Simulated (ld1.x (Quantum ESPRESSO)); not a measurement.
# What one change does to a pseudopotential (sulfur (S), TM)

ld1.x (Quantum ESPRESSO) 7.5 input, shortened:

```
&input
   title='S', zed=16., rel=0, dft='BP', iswitch=3,
   config='[Ne] 3s2 3p3 3d-2'
 /
 &inputp
   pseudotype=2, tm=.true., lloc=2,
   nlcc=.true., new_core_ps=.true., rcore=0.95
 /
3
3S  1  0   2.00   0.00  1.05  1.05  0.0
3P  2  1   3.00   0.00  1.50  1.50  0.0
3D  3  2  -2.00   0.40  1.20  1.20  0.0
 &test
   configts(1)='3s2 3p3'
 /
```

Change: wave 3s (bound): rc 1.05 bohr becomes 3s (bound): rc 1.12 bohr.

Cutoffs: the cutoffs (Ry, on a coarse ladder) from which the occupation-weighted sum of valence levels, in a spherical-Bessel basis at the reference potential, stays within 10 and 1 mRy of its value at 400 Ry; they do not see the model core or the augmentation charge, which bear on the density cutoff. Errors are all-electron minus pseudo energies relative to the spin-unpolarised reference configuration.

Problem. Predict the effect on cutoff, ghosts and configuration errors.

Solution. The potential gets softer (70 Ry and 200 Ry → 55 Ry and 140 Ry); both files keep a bound ghost (s); of the 6 tests that both files solve, the error grows in 0 and shrinks in 1 by more than 15 % and 0.3 meV (median size 9.9 → 9.5 meV). A larger radius leaves more room for a smooth pseudo-wave, so fewer plane waves are needed.

| quantity | base | changed |
| --- | --- | --- |
| cutoff, loose | 70 Ry | 55 Ry |
| cutoff, tight | 200 Ry | 140 Ry |
| loose cutoff by channel (10 mRy a level) | s 50 Ry, p 10 Ry | s 30 Ry, p 10 Ry |
| bound ghosts | s | s |
| tests counted (converged, no solver errors) | 6 of 7 | 6 of 7 |
| error for 3s2 3p4, meV [ΔE -11.87 eV] | +15 | +14 |
| error for 3s2 3p2, meV [ΔE 22.39 eV] | +46 | +44 |
| error for 3s2 3p1, meV [ΔE 56.54 eV] | +287 | +285 |
| error for 3s1 3p4, meV [ΔE 10.75 eV] | +2.1 | +1.8 |
| error for 3s1 3p5, meV [ΔE -1.69 eV] | -1.4 | +0.3 |
| error for 3s2 3p3.5, meV [ΔE -7.16 eV] | +5.1 | +4.8 |
| s: phases at 1.64 bohr within 0.05 rad from the reference energy up to (Ry; the scan ends near 5) | -1.7 | n/a |
| p: phases at 1.64 bohr within 0.05 rad from the reference energy up to (Ry; the scan ends near 5) | 3.6 | 3.6 |
| d: phases at 1.64 bohr within 0.05 rad from the reference energy up to (Ry; the scan ends near 5) | to the end of the scan | to the end of the scan |

Base: Tests not counted: 3s2 3p0 (solver errors, printed error -13.3 eV). Changed file: Tests not counted: 3s2 3p0 (solver errors, printed error -13.8 eV). A true bound ghost makes a file unfit for plane-wave use even where its test errors are small: the radial tests pick states by their node count and pass the ghost by. Where a test does run into it, the solver fails or the error is huge.
